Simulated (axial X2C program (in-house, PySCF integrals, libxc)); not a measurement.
# GeH⁻ with a deliberately poor setting

Computed with an in-house all-electron X2C program for linear molecules (integrals from PySCF).

Input file and command:
```json
{"zs": [32, 1], "q": -1, "bas": ["dyall-av3z", "dyall-av3z"], "levels": ["PBE0", "HF", "BLYP", "BHandHLYP"], "cc": false, "r0": 1.53, "npts": 10, "nst": 2, "ntry": 6, "opt": {"auxb": 3.0}}
```
```bash
python so2c.py task.json out
```

Keys: zs atomic numbers; q charge; bas basis sets; levels methods; cc coupled cluster on or off; r0 starting distance in Å; npts points on the curve; nst determinants followed; ntry starts of the search; auxb ratio of fitting exponents. HF also brings MP2.

**Question.** One numerical setting was spoiled on purpose. Which, and what came out?

**Answer.** Density fitting set too sparse. States: spin-free M_S = 1, Λ = 0; 2c Ω = 1. The apparent results, which are not to be taken for properties of GeH⁻:

```csv
Hamiltonian,level,points converged,Re (Å),ωe (cm⁻¹),De (eV),curve-fit residual (μEh)
spin-free,PBE0,10 of 10,1.629,1657,2.64,0.0089
spin-free,HF,10 of 10,1.619,1717,1.77,0.0089
spin-free,MP2,10 of 10,1.607,1724,2.50,0.026
spin-free,BLYP,10 of 10,1.654,1540,2.79,0.0086
spin-free,BHandHLYP,10 of 10,1.618,1695,2.76,0.0088
2c,PBE0,10 of 10,1.629,1655,2.63,0.0088
2c,HF,10 of 10,1.619,1716,1.76,0.0089
2c,MP2,10 of 10,1.607,1723,2.49,0.044
2c,BLYP,10 of 10,1.654,1538,2.78,0.0086
2c,BHandHLYP,10 of 10,1.618,1694,2.75,0.0089
```
